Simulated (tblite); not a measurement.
Species: C₆H₁₃OP.
Z-matrix (Å and degrees, GFN2-xTB geometry), rows numbered from 1:
```
C 
C   1  1.5211
C   2  1.5217  1  112.40
P   2  1.8480  1  107.47  3  -117.19
O   4  1.4695  2  117.22  1    58.98
C   4  1.8112  2  112.58  1  -151.93
C   6  1.5658  4   64.62  2   105.09
C   7  1.5061  4  126.71  6   105.88
H   1  1.0887  2  109.50  3    60.85
H   1  1.0890  2  110.80  3   -59.13
H   1  1.0893  2  110.62  3  -179.94
H   2  1.0921  1  110.72  3   124.02
H   3  1.0889  2  109.59  1   -60.85
H   3  1.0888  2  110.80  1    59.14
H   3  1.0893  2  110.53  1   179.92
H   6  1.0808  4  120.78  7  -104.93
H   6  1.0819  4  118.39  7   107.69
H   7  1.0874  4  112.69  6  -105.81
H   8  1.0883  7  110.95  4    90.16
H   8  1.0873  7  111.09  4   -30.57
H   8  1.0904  7  109.80  4  -150.19
```

Level: GFN2-xTB in tblite, geometry and Hessian alike; calculated harmonic values, unscaled, isolated species. This tight-binding method is rough: wavenumbers can miss measured ones by several per cent, in bad cases by 10 to 20. One conformer, not necessarily the lowest.

Harmonic wavenumbers (cm⁻¹): 44.7, 100.0, 138.9, 181.3, 185.7, 201.8, 208.2, 234.7, 273.9, 328.9, 343.3, 394.2, 428.3, 608.7, 696.2, 711.2, 768.0, 885.3, 923.5, 932.6, 938.4, 976.3, 982.4, 1017.0, 1025.7, 1099.8, 1119.2, 1135.3, 1159.0, 1168.6, 1233.8, 1260.7, 1284.3, 1303.1, 1393.6, 1401.7, 1410.2, 1413.5, 1477.1, 1484.8, 1487.5, 1491.1, 1494.9, 1495.3, 2945.7, 2992.7, 2999.2, 3012.9, 3016.5, 3017.3, 3018.9, 3027.4, 3027.4, 3029.9, 3037.1, 3050.8, 3071.5.

A = 2325, B = 1326, C = 1152 MHz; mass 132.070 u (most abundant isotopes); point group C1, symmetry number 1.

Problem. What is the zero-point energy?

Solution. ½Σν̃ = 39045 cm⁻¹ = 111.64 kcal/mol.

Problem. Entropy at 500 K, 1 bar (ideal gas, RRHO, classical rotation)?

Solution. Translation 43.14, rotation 30.44, vibration 52.13: S = 125.7 cal/(mol K).

Problem. And Cp and H(500 K) − H(0)?

Solution. Cp = 60.16 cal/(mol K), of which vibrations give 52.21 (their classical limit is 57 R = 113.3); H(500 K) − H(0) = 17.53 kcal/mol without the zero-point energy, 13.55 from vibrations.

Problem. Which modes carry the vibrational entropy at 500 K?

Solution. 44.7 cm⁻¹: 6.06; 100.0 cm⁻¹: 4.47; 138.9 cm⁻¹: 3.82; 181.3 cm⁻¹: 3.30; 185.7 cm⁻¹: 3.26; 201.8 cm⁻¹: 3.10 cal/(mol K); the other 51 give 28.12 together.

Problem. What must be added to the electronic energy to get the Gibbs energy at 500 K and 1 bar?

Solution. ZPE + [H(500 K) − H(0)] − T·S = 111.64 + 17.53 − 62.85 = 66.32 kcal/mol.

Problem. Blend soft modes into free rotors: weight 1/[1 + (100 cm⁻¹/ν̃)⁴] for the oscillator and the rest for a rotor with moment μB/(μ + B), μ = h/(8π²ν), B = 10⁻⁴⁴ kg m². What vibrational entropy results?

Solution. 49.45 cal/(mol K) in place of 52.13, which changes −T·S at 500 K by +1.34 kcal/mol.

Problem. How do the functions run with temperature in this model?

Solution. 
```csv
T (K),S (cal/(mol K)),Cp (cal/(mol K)),H − H(0) (kcal/mol),G − H(0) (kcal/mol),ln q(vib)
100,68.8,19.9,1.29,-5.58,1.49
200,86.0,30.4,3.84,-13.36,4.25
300,100.2,40.5,7.38,-22.68,7.07
800,158.7,80.0,38.81,-88.13,20.53
1000,177.5,88.9,55.75,-121.79,25.49
```

q(vib) and H(0) count from the zero-point level.

Hindered rotation and anharmonicity are outside this model. Other conformers, if any are populated, would add a mixing term that is left out. The structure is chiral; the term R ln 2 for an equal mix with its mirror image is left out.

The run took 0.69 s wall on an Arm Neoverse V2 with one thread, no GPU, shared host. This covers the Hessian and the dipole derivatives.
